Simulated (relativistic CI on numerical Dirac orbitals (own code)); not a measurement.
## Magnetism of W⁵⁺, 5d, in a crystal field

Calculated by Dirac-Coulomb-Breit CI, separate exchange-only KLI orbitals for each configuration, a model potential for QED, valence Slater integrals scaled by 0.75, one configuration in a parametric crystal field (own radial code).

Field parameters in Wybourne normalisation: D3d B²₀ = −7Dσ, B⁴₀ = −14Dq − 21Dτ, B⁴₃ = −14√(10/7) Dq; D4h B²₀ = −7Ds, B⁴₀ = 21(Dq − Dt), B⁴₄ = 21√(5/14) Dq; Oh B⁴₀ = 21Dq, B⁴₄ = √(5/14) B⁴₀; Td as Oh with Dq negative (B⁴₀ = 21Dq, B⁴₄ = √(5/14) B⁴₀). The field is a parameter set, without covalency.

S is read from ⟨S²⟩ = S(S + 1).

Powder χT (cm³ K mol⁻¹) by Van Vleck's formula, with temperature-independent terms:

| Field | 2 K | 5 K | 10 K | 20 K | 50 K | 100 K | 200 K | 300 K |
| --- | --- | --- | --- | --- | --- | --- | --- | --- |
| D3d, 10Dq = 24400, Dσ = 430, Dτ = 430 cm⁻¹ | 0.0807 | 0.0809 | 0.0813 | 0.0821 | 0.0845 | 0.0885 | 0.0966 | 0.105 |
| D3d, 10Dq = 32950, Dσ = -240, Dτ = -230 cm⁻¹ | 0.0115 | 0.0118 | 0.0123 | 0.0135 | 0.0168 | 0.0223 | 0.0334 | 0.0446 |
| D4h, 10Dq = 18950, Ds = -1400, Dt = -450 cm⁻¹ | 0.0296 | 0.03 | 0.0305 | 0.0316 | 0.0349 | 0.0403 | 0.0513 | 0.0622 |
| Oh, 10Dq = 35200 cm⁻¹ | 0.0207 | 0.0209 | 0.0214 | 0.0224 | 0.0253 | 0.0302 | 0.04 | 0.0498 |
| Oh, 10Dq = 40850 cm⁻¹ | 0.0159 | 0.0162 | 0.0167 | 0.0177 | 0.0206 | 0.0256 | 0.0356 | 0.0455 |
| Td, 10Dq = -9700 cm⁻¹ | 0.153 | 0.153 | 0.154 | 0.154 | 0.156 | 0.159 | 0.165 | 0.171 |
| Td, 10Dq = -12850 cm⁻¹ | 0.156 | 0.156 | 0.156 | 0.157 | 0.159 | 0.161 | 0.167 | 0.173 |
| Td, 10Dq = -14800 cm⁻¹ | 0.164 | 0.164 | 0.165 | 0.165 | 0.167 | 0.17 | 0.175 | 0.181 |

(1) For Oh, 10Dq = 40850 cm⁻¹: what effective moment follows at 300 K?

## Answers

(1) μ_eff = √(8χT) = 0.60 μB. The ground level has S = 0.50; the spin-only moment for S = 1/2 is 1.73 μB. The difference comes from the orbital moment, spin-orbit mixing of terms and temperature-independent paramagnetism, all larger in this ionic model than in covalent complexes.
